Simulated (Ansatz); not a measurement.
One change: `B[CH](O)[GeH3]` becomes `O[CH2][GeH3]`.

Ansatz, PBE0-D4/def2-TZVP geometries, multiplicity 1. Each molecule was computed in one conformer, which needn't be the lowest.

Scalar relativity is left out up to krypton.

```json
{"property": "LUMO energy (ωB97M-V/def2-TZVPP) / eV", "`B[CH](O)[GeH3]`": "1.25"}
{"property": "HOMO–LUMO gap (B3LYP/def2-TZVPP) / eV", "`B[CH](O)[GeH3]`": "6.36"}
{"property": "LUMO energy (B3LYP/def2-TZVPP) / eV", "`B[CH](O)[GeH3]`": "-0.81"}
{"property": "size of the dipole moment (B3LYP/def2-TZVPP) / D", "`B[CH](O)[GeH3]`": "2.46"}
{"property": "HOMO energy (PBE0/def2-TZVPP) / eV", "`B[CH](O)[GeH3]`": "-7.39"}
{"property": "HOMO–LUMO gap (PBE0/def2-TZVPP) / eV", "`B[CH](O)[GeH3]`": "6.78"}
```

Give the same properties after the change, and the shifts. (Estimate.)

Computed: 
| property | `O[CH2][GeH3]` | shift |
| --- | --- | --- |
| LUMO energy (ωB97M-V/def2-TZVPP) / eV | 2.20 | 0.95 |
| HOMO–LUMO gap (B3LYP/def2-TZVPP) / eV | 8.22 | 1.86 |
| LUMO energy (B3LYP/def2-TZVPP) / eV | 0.34 | 1.15 |
| size of the dipole moment (B3LYP/def2-TZVPP) / D | 1.88 | -0.58 |
| HOMO energy (PBE0/def2-TZVPP) / eV | -8.11 | -0.72 |
| HOMO–LUMO gap (PBE0/def2-TZVPP) / eV | 8.81 | 2.03 |

With PBE0 the HOMO falls by 0.72 eV and the LUMO rises by 1.30 eV, so the gap widens by about 2.02 eV. PBE moves the HOMO by -0.22 eV and ωB97M-V by -1.04 eV. The zero-point energy changes by -29.2 kJ/mol with -6 modes. Dipoles are sizes alone; their direction can turn.

B3LYP here is the variant with VWN-RPA as its local correlation; programs differ in this.
